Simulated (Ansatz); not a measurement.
`O[Si](O)(F)[SiH3]` + BH₃ → `B[Si](O)(F)[SiH3]` + H₂O  (formal exchange of groups at the Si–O bond)

Calculated with Ansatz (gas phase, PBE0-D4/def2-TZVP geometries, no zero-point term in ΔE). CCSD(T)/CBS adds triple-zeta CCSD(T) − MP2 to the extrapolated MP2 energy (def2 sets, frozen cores). This one scheme is used for every species. DFT in def2-TZVPP. Each species was taken in one conformer, which may not be the lowest.

`O[Si](O)(F)[SiH3]`:

Cartesian coordinates in Å:
```
O 0.481 -1.678 -0.848
Si -0.241 -0.226 -0.630
O -1.839 -0.485 -0.485
F 0.081 0.653 -1.930
Si 0.480 0.959 1.245
H 1.341 -1.696 -1.272
H -2.242 -1.165 -1.028
H 1.942 1.208 1.131
H -0.225 2.264 1.342
H 0.222 0.166 2.475
```

BH₃:

Z-matrix (Å, degrees):
```
B
H 1 1.193
H 1 1.193 2 120.0
H 1 1.193 2 120.0 3 180.0
```

`B[Si](O)(F)[SiH3]`:

Z-matrix (Å, degrees):
```
Si
O 1 1.644
F 1 1.610 2 108.4
B 1 2.003 2 109.2 3 122.7
Si 1 2.365 2 111.1 3 -115.3
H 2 0.959 1 118.0 3 60.3
H 4 1.195 1 121.4 2 -146.2
H 4 1.195 1 120.2 2 40.4
H 5 1.488 1 110.4 2 -67.2
H 5 1.487 1 111.4 2 172.0
H 5 1.491 1 109.1 2 51.8
```

H₂O:

Z-matrix (Å, degrees):
```
O
H 1 0.960
H 1 0.960 2 105.1
```

```tsv
level	ΔE (kJ/mol)
B2PLYP	151.3
PBE	125.0
r2SCAN	144.2
HF/def2-TZVPP	168.6
MP2/def2-QZVPP	152.7
SCS-MP2/def2-QZVPP	154.2
MP2/CBS(def2)	151.3
CCSD/CBS(def2)	146.1
```

Problem. What does CCSD(T)/CBS give? (Best estimate.)

Solution. The calculation gave: +143.8 kJ/mol. The listed levels differ from it by 7.5, -18.8, 0.4, 24.8, 8.9, 10.4, 7.5, 2.3 kJ/mol.

Largest T1 diagnostic among the species: 0.013.

From PBE to PBE0 (25 % exact exchange), in def2-TZVPP and without D4, ΔE moves by +8.6 kJ/mol. In def2-TZVPP, CCSD(T) changes the Hartree–Fock value by −22.1 kJ/mol (the triples alone add −2.4 kJ/mol) and MP2 by −14.6 kJ/mol.
